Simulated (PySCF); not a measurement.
Pm⁵⁷⁺ (promethium, charge +57): Hartree-Fock from Schrödinger to Dirac-Coulomb-Breit

Occupied: 1s1/2, 2s1/2. Hartree-Fock calculated with PySCF 2.14 in an even-tempered Gaussian basis (19 s from 12 bohr⁻², ratio 2.3; 15 p from 15 bohr⁻², ratio 2.3), Gaussian nucleus throughout. NR is non-relativistic, sf-X2C the spin-free one-electron X2C Hamiltonian, X2C adds the bare one-electron spin-orbit term, X2C-SNSO screens it by Boettger's factors, DC is four-component Dirac-Coulomb, and the Gaunt and Breit terms are added at first order (total energies over the DC spinors, levels after relaxing the spinors in that mean field). QED terms are absent. Levels marked empty are virtual spinors of this ion.

| Hamiltonian | E (hartree) | E − E(DC) (hartree) | CPU seconds |
| --- | --- | --- | --- |
| NR | -4556.0420 | 260.6846 | 0.36 |
| sf-X2C | -4814.7991 | 1.9275 | 0.22 |
| X2C | -4814.7991 | 1.9275 | 0.22 |
| X2C-SNSO | -4814.7991 | 1.9275 | 0.22 |
| DC | -4816.7266 | 0.0000 | 3.9 |
| DC+Gaunt | -4812.7994 | 3.9272 | 6.5 |
| DC+Breit | -4812.8818 | 3.8448 | 55 |

Question: Give the 2p spin-orbit interval with each Hamiltonian that has one.

Answer: X2C 644.6; X2C-SNSO 622.0; DC 626.1; DC+Gaunt 617.1; DC+Breit 617.1 (eV).

```
   level (eV)        NR    sf-X2C       X2C  X2C-SNSO        DC  DC+Gaunt  DC+Breit
        1s1/2  -48947.3  -51540.4  -51540.4  -51540.4  -51586.8  -51492.5  -51493.6
        2s1/2  -11759.0  -12546.4  -12546.4  -12546.4  -12551.7  -12540.6  -12541.7
2p1/2 (empty)  -11413.4  -11711.6  -12163.6  -12147.1  -12152.3  -12132.0  -12134.9
2p3/2 (empty)  -11413.4  -11711.6  -11519.1  -11525.1  -11526.2  -11514.9  -11517.7
3s1/2 (empty)   -5048.8   -5313.7   -5313.7   -5313.7   -5315.1   -5312.0   -5312.5
```

Weight of the small component: 1s1/2 0.0517, 2s1/2 0.0125, 2p1/2 0.0123, 2p3/2 0.0116, 3s1/2 0.00524.

Koopmans' value for the highest occupied level at DC+Breit: 12541.7 eV, against an ionisation energy of 12532 ± 6 eV (theoretical estimate listed by NIST; NIST Atomic Spectra Database, ionization energies); the former lacks relaxation, correlation, QED and recoil.

The whole ladder took 68 s of wall time on 1 thread of Neoverse-V2 (shared host), launched as `OMP_NUM_THREADS=1 python relrun2.py TASK.json OUT` (a driver that calls PySCF for each Hamiltonian).
